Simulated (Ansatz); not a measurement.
Abridged output of a molecular run in Ansatz:

```
Functional definition: HF
1124 factors; integrals over basis functions are off by at most 1.2e-3 eV
mean field evaluation 1: about -10456.9616 eV, gradient 4.0e1 eV
mean field evaluation 2: about -10456.9717 eV, gradient 4.0e1 eV
mean field evaluation 4: about -10460.5472 eV, gradient 3.2e0 eV
mean field evaluation 8: about -10460.5827 eV, gradient 2.0e-4 eV
mean field -10460.58265601 eV, -384.4193221708 hartree, gradient 1.0e-6 eV, S^2 0.000000; 0 other end points of the search recorded, 0 dependent functions left out
7 core orbitals not correlated: weight in the atoms' cores, before any rotation towards them, 1.000 or more for the frozen orbitals, at most 0.000 for the correlated occupied ones
reference -10460.58265601 eV, -384.4193221708 hartree; 18, 18 occupied and 78, 78 virtual orbitals, 1124 factors
second order -16.95770885 eV of doubles, -0.00000000 eV of singles
cycle   1  -17.62986235 eV  change   -6.7e-1 eV  update   9.4e-2
cycle   2  -18.10251420 eV  change   -4.7e-1 eV  update   2.9e-2
cycle   3  -18.20849500 eV  change   -1.1e-1 eV  update   1.4e-2
cycle   4  -18.20687529 eV  change    1.6e-3 eV  update   3.4e-3
cycle   5  -18.20584748 eV  change    1.0e-3 eV  update   1.6e-3
cycle   6  -18.20601733 eV  change   -1.7e-4 eV  update   5.5e-4
cycle   7  -18.20578350 eV  change    2.3e-4 eV  update   2.2e-4
cycle   8  -18.20572398 eV  change    6.0e-5 eV  update   8.1e-5
cycle   9  -18.20573964 eV  change   -1.6e-5 eV  update   3.1e-5
perturbative correction -0.47774063 eV, -0.0175566442 hartree
Total energy: -10479.26613627 eV, -385.1059274063 hartree
```

Its atoms:

```xyz
11

N    -2.026    1.020   -0.263
Sn   -0.224    0.262   -0.828
C     0.843   -0.825    0.732
O     2.222   -0.955    0.445
H    -2.000    1.552    0.597
H    -2.748    0.318   -0.166
H     0.759    1.607   -1.238
H    -0.547   -0.716   -2.190
H     0.666   -0.346    1.703
H     0.440   -1.837    0.792
H     2.617   -0.080    0.417
```

Question: Which basis set was used?
A. def2-QZVPP
B. def2-SVPD
C. def2-TZVPPD
D. def2-SVP

Answer: D. It gives 103 functions.

Question: Write the keys of the input that set method, charge and spin (a neutral closed shell needs none for the last two).

Answer: 
```yaml
correlation: {method: ccsd_t}
```
